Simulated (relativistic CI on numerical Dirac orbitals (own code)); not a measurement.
**Pb12+: q coefficients and field-shift factors**

Computed by Dirac-Coulomb-Breit CI, orbitals from a KLI potential per configuration, derivatives by finite differences, unscaled Slater integrals, QED left out (own radial code, finite nucleus).

CI space (outside the closed core [Kr] 4d10 4f14 5s2): 5p6 5d2, 5p6 5d 5f, 5p6 5d 6s, 5p5 5d3, 5p6 5f2, 5p6 6s2, 5p6 5d 6p. Double excitations out of closed p, d and f shells are left out; levels of such configurations are missing from the list, as are those of other unlisted configurations, and high levels can miss mixing partners.

With x = (α/α₀)² − 1 an excitation energy changes as ω = ω₀ + qx; K = 2q/ω₀ is the relative enhancement. Terms are leading LS components, so labels can repeat. The field-shift factor is F = δν/δ⟨r²⟩ for the transition from the lowest level.

Lowest level 5p6 5d2 3F_2.

```
         Level  ω₀ (cm⁻¹)  q (cm⁻¹)       K  F (GHz/fm²)
  5p6 5d2 3P_0      25918      3770   0.291        0.642
  5p6 5d2 3F_3      27024     29150    2.16          2.2
  5p6 5d2 3P_2      41075     28150    1.37         2.76
  5p6 5d2 3F_4      42607     35170    1.65         2.87
  5p6 5d2 3P_1      45067     29180     1.3         2.54
  5p6 5d2 1G_4      68459     53210    1.55         4.48
  5p6 5d2 3P_2      74206     58810    1.59         5.42
  5p6 5d2 1S_0     108107     54390    1.01         5.75
5p6 5d 6s 3D_1     410946   -121600  -0.592          308
5p6 5d 6s 3D_2     414328   -119900  -0.579          305
5p6 5d 6s 3D_3     442520    -91060  -0.412          311
5p6 5d 6s 1D_2     449990    -87970  -0.391          302
 5p5 5d3 5F°_2     514669     25560  0.0993         14.7
```

At this charge energies of transitions that change n are usually good to better than 1 %, and those within a shell (Δn = 0) to a few per cent. Terms inside the open d or f shell come out 10 to 20 % too wide with unscaled integrals. Levels and lines within the n = 5 or 6 shells can be off by up to 10 % or somewhat more, and those that change n by about 2 %, since core polarisation is missing.
